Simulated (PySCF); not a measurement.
SMILES [F][Al-]([F])([F])[F] (charge -1) (PBE0/def2-SVP optimised geometry):

```
5

Al    -0.567    -0.800     0.000
F      1.131    -0.800     0.000
F     -1.131     0.800     0.000
F     -1.135    -1.598    -1.387
F     -1.133    -1.602     1.385
```

Computed with PBE0/def2-TZVPD run with PySCF.

Problem. What are the frontier orbital energies?

Solution. HOMO-2 -5.44 eV, HOMO-1 -5.44 eV, HOMO -5.44 eV, LUMO 3.95 eV, LUMO+1 5.37 eV.

On the same geometry PySCF 2.14.0 with PBE/def2-TZVPD gives HOMO-2 -3.41 eV, HOMO-1 -3.41 eV, HOMO -3.41 eV, LUMO 3.41 eV, LUMO+1 4.85 eV.

Meta-Löwdin charges at PBE0/def2-TZVPD: Al1 1.47, F2 -0.62, F3 -0.62, F4 -0.62, F5 -0.62.
